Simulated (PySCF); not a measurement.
FH3OSiZn, SMILES [F][Zn][O][SiH3].

The structure is a stationary point at r2SCAN-D4/def2-SVP. The structure was generated by enumeration; whether it is a known compound was not checked. One conformer was computed; it need not be the lowest.

Method: PySCF with PBE0/def2-TZVP.

The molecule is in vacuum.

The total energy comes out as -2245.37973 hartree and the point group comes out as Cs. The highest occupied level is -8.63 eV. The lowest empty level is -1.68 eV, the orbital gap comes out as 6.95 eV and the dipole moment is 0.77 D. The quadrupole, principal values (traceless, Buckingham form, about the centre of nuclear charge) is -12.25, 5.82, 6.43 D·Å. The mean static polarisability is 47.3 bohr³ (7.01 Å³). The polarisability, principal values comes out as 41.2, 41.3, 59.4 bohr³.
